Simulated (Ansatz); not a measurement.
A run for Ansatz (an electronic-structure program): U-CCSD(T)/aug-cc-pVTZ on BeFHO (SMILES [OH][Be][F]), a point of a bond scan (R = 4.444 Å).

Ansatz 0.2 input:
```yaml
crystal:
  periodic: [false, false, false]
  atoms:
    - {symbol: Be, position_ang: [0.02934244, 0.01481768, -0.02556009]}
    - {symbol: F, position_ang: [3.08041012, 1.65702725, -2.80794345]}
    - {symbol: O, position_ang: [-0.99864586, -0.46736623, 0.82454057]}
    - {symbol: H, position_ang: [-0.97341266, -1.07241437, 1.56140982]}
basis:
  gaussian:
    orbitals: aug-cc-pVTZ
correlation: {method: ccsd_t, electrons: outside_noble_gas}
scf: {omitted_lower_state_checks: [cluster_reference]}
magnetization: {spin_polarized: true, initial_magnetization: 0}
```

It printed:

```
WARN ansatz: RAYON_NUM_THREADS=1 ignored (pool sized by the plan → 1); use --threads N
Functional definition: HF
these checks for a lower state are left out or cut short: cluster_reference
integrals: 0.69 GiB planned
977 factors; integrals over basis functions are off by at most 1.1e-3 eV
mean field: 0.41 GiB planned
mean field evaluation 1: about -5148.7989 eV, gradient 3.9e1 eV
mean field evaluation 2: about -5148.7991 eV, gradient 3.9e1 eV
mean field evaluation 4: about -5152.6151 eV, gradient 2.2e1 eV
mean field evaluation 8: about -5154.3630 eV, gradient 4.6e-1 eV
mean field evaluation 16: about -5154.3860 eV, gradient 9.6e-2 eV
mean field evaluation 32: about -5154.5030 eV, gradient 2.4e0 eV
mean field evaluation 64: about -5157.7936 eV, gradient 6.7e-2 eV
mean field evaluation 96: about -5157.7941 eV, gradient 2.5e-2 eV
mean field evaluation 128: about -5157.7924 eV, gradient 6.2e-2 eV
mean field evaluation 160: about -5157.7938 eV, gradient 1.2e-1 eV
mean field evaluation 192: about -5157.7941 eV, gradient 2.4e-2 eV
mean field evaluation 224: about -5150.8785 eV, gradient 3.0e0 eV
mean field evaluation 256: about -5154.3792 eV, gradient 3.8e-1 eV
mean field -5157.79414599 eV, -189.5454387865 hartree, gradient 1.8e-6 eV, S^2 1.004189; 14 other end points of the search recorded, 0 dependent functions left out
3 core orbitals not correlated
reference -5157.79414599 eV, -189.5454387865 hartree; 8, 8 occupied and 150, 150 virtual orbitals, 977 factors
second order -13.14900357 eV of doubles, -0.00000000 eV of singles
coupled cluster: 1.92 GiB planned
cycle   1  -13.22481633 eV  change   -7.6e-2 eV  update   7.0e-2
cycle   2  -13.46082914 eV  change   -2.4e-1 eV  update   2.2e-2
cycle   3  -13.53549267 eV  change   -7.5e-2 eV  update   1.4e-2
cycle   4  -13.52950628 eV  change    6.0e-3 eV  update   5.7e-3
cycle   5  -13.52707073 eV  change    2.4e-3 eV  update   4.1e-3
cycle   6  -13.53013961 eV  change   -3.1e-3 eV  update   3.0e-3
cycle   7  -13.53160598 eV  change   -1.5e-3 eV  update   2.3e-3
cycle   8  -13.53158621 eV  change    2.0e-5 eV  update   1.1e-3
cycle   9  -13.53180558 eV  change   -2.2e-4 eV  update   5.5e-4
cycle  10  -13.53166213 eV  change    1.4e-4 eV  update   2.7e-4
cycle  11  -13.53172087 eV  change   -5.9e-5 eV  update   1.9e-4
cycle  12  -13.53181454 eV  change   -9.4e-5 eV  update   1.5e-4
cycle  13  -13.53182574 eV  change   -1.1e-5 eV  update   1.2e-4
cycle  14  -13.53188620 eV  change   -6.0e-5 eV  update   9.4e-5
cycle  15  -13.53186041 eV  change    2.6e-5 eV  update   5.4e-5
cycle  16  -13.53184257 eV  change    1.8e-5 eV  update   2.5e-5
cycle  17  -13.53184487 eV  change   -2.3e-6 eV  update   1.3e-5
coupled cluster: 1.92 GiB planned
perturbative correction -0.40681155 eV, -0.0149500486 hartree
WARN: the results are in doubt because among natural orbitals the method converges to other amplitudes
Total energy: -5171.73280240 eV, -190.0576749618 hartree
In doubt: among natural orbitals the method converges to other amplitudes
Checks for a lower state left out: cluster_reference
```

Self-consistency was reached. Its determinant has ⟨S²⟩ = 1.00, a mixture of spin states.

Warnings raised: other amplitudes.

Cost: around 80 core-seconds (rough).
